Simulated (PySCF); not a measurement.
Method: core-valence-separated Tamm–Dancoff BHandHLYP/aug-pcX-1 (pcseg-1 on H) in PySCF, non-relativistic, gas phase, PBE0-D3(BJ)/def2-SVP geometry. No empirical shift is added; at this level the pattern usually sits a few eV under experiment.

Main lines of an unknown, eV (oscillator strength): C K: 283.4 (0.080), 286.0 (0.033), 286.4 (0.051), 286.7 (0.048), 287.3 (0.023); O K: 528.5 (0.051), 534.2 (0.016), 534.7 (0.012). Listed: the first five lines at most of each edge with a tenth or more of its strongest line's intensity; roots within 0.03 eV on the same or equivalent atoms are summed. Only the lowest roots were sought, and the top ones are left out.

**Question.** Which candidate gives them?
A. `CC(=O)/C=C(/C)O`
B. `O=C1CCOCC1`
C. `C12(COC1)COC2`
D. `CC(/C=C(/O)C)=O`

**Answer.** B. 

- `O=C1CCOCC1`: C K: 283.4 (0.080), 286.0 (0.033), 286.4 (0.051), 286.7 (0.048), 287.3 (0.023); O K: 528.5 (0.051), 534.2 (0.016), 534.7 (0.012). First C line listed at 283.4 eV, hole on the ketone carbonyl carbon (1s→π*); first O line listed at 528.5 eV, hole on the ketone oxygen (1s→π*).
- `C1OCC12COC2`: C K: 286.5 (0.155), 286.9 (0.076), 287.1 (0.066), 287.5 (0.147); O K: 532.8 (0.022), 533.7 (0.080), 533.9 (0.009). First C line listed at 286.5 eV, hole on the sp3 carbon bound to oxygen; first O line listed at 532.8 eV, hole on the cyclic ether oxygen.
- `CC(=O)/C=C(/C)O`: C K: 283.1 (0.010), 283.5 (0.078), 283.8 (0.080), 285.2 (0.042), 285.4 (0.016); O K: 529.1 (0.039), 531.4 (0.022), 534.9 (0.004). First C line listed at 283.1 eV, hole on the alkene CH carbon; first O line listed at 529.1 eV, hole on the ketone oxygen (1s→π*).
- `CC(=O)/C=C(\C)O`: C K: 283.1 (0.022), 283.6 (0.075), 283.9 (0.080), 285.1 (0.018), 285.4 (0.010); O K: 528.5 (0.045), 532.9 (0.017), 533.1 (0.025). First C line listed at 283.1 eV, hole on the alkene CH carbon (1s→π*); first O line listed at 528.5 eV, hole on the ketone oxygen (1s→π*).

One conformer each; other structures than these candidates weren't tested.
